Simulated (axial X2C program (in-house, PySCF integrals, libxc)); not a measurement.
# Potential curves of FeO⁻, with spin–orbit coupling

All values were computed with an axial X2C code built on PySCF integrals. Two-component (2c) means X2C with spin–orbit coupling and atomic mean-field two-electron Coulomb and Gaunt terms. Basis: Fe dyall-acv3z [10s11p7d4f2g], O dyall-av3z [7s6p3d2f] (cores contracted in-house); Gaussian nuclei, density fitting, unrestricted open shells. Masses: Fe 55.935 u, O 15.995 u.

State: Ω = 7/2 (⟨Sz⟩ = 1.50, ⟨Lz⟩ = 2.00 at PW91). Energies in eV from the fragments at the same level (Fe + O-). Fits are polynomials in 1 − R0/R over 0.85 to 1.23 times the lowest point R0.

```
 R (Å)     PW91
1.4897  -4.8012
1.5388  -5.0494
1.5879  -5.1626
1.6370  -5.1730
1.6943  -5.0895
1.7516  -4.9327
1.8253  -4.6608
1.9153  -4.2688
2.0463  -3.6598
```

One determinant describes the state; a PBE0 search over occupations chose it and may have missed a lower one. Dissociation energies refer to the lowest single-determinant-based atoms at the same level and basis. Density functionals use the spin component along the axis (collinear). In 2c an atomic determinant is not the ground J level, so De misses part of the atomic spin–orbit lowering. This holds for PW91. PBE0 can misorder states that lie within some tenths of an eV, so this need not be the ground state of the molecule. The nearest other 2c determinant of the search, Ω = 9/2, lies 0.06 eV up at the distance of the search. The functionals have no current-density term, which raises determinants with orbital currents, atoms included. With several unpaired electrons one determinant need not be a pure state. At some level and bond length an empty orbital lies below a filled one. Some points did not converge and are left out. The highest occupied level of some functionals is positive through self-interaction error; at Hartree–Fock it is bound. The determinant is spin-polarised beyond a pure state at some levels (its spin-free form has ⟨S²⟩ too high), which makes Re and μ there less reliable.

Fit the PW91 curve near its minimum: give the equilibrium distance, the harmonic wavenumber and the well depth.

At PW91, 2c: Re = 1.618 Å, ωe ≈ 882 cm⁻¹, De = 5.18 eV to Fe + O-; Be follows as 0.518 cm⁻¹.
